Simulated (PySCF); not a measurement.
H₆Si₃, SMILES [SiH2]1[SiH2][SiH2]1. Coordinates come from a PBE-D3(BJ)/def2-SVP optimisation.

### Question
Give the equilibrium geometry at PBE-D3(BJ)/def2-SVP (PySCF confirms it by a frequency run) as a Z-matrix, and its point group. (Estimate from the structure and the level; the computed values follow.)

### Answer
point group D3h.
```
Si
H 1 1.5019
H 1 1.5019 2 113.23
Si 1 2.3484 2 118.46 3 145.34
H 4 1.5019 1 118.46 2 -143.52
H 4 1.5019 5 113.23 1 -145.34
Si 4 2.3484 5 118.46 6 -145.34
H 7 1.5019 4 118.46 5 0.00
H 7 1.5019 8 113.23 1 145.34
```
Charge 0, spin multiplicity 1.
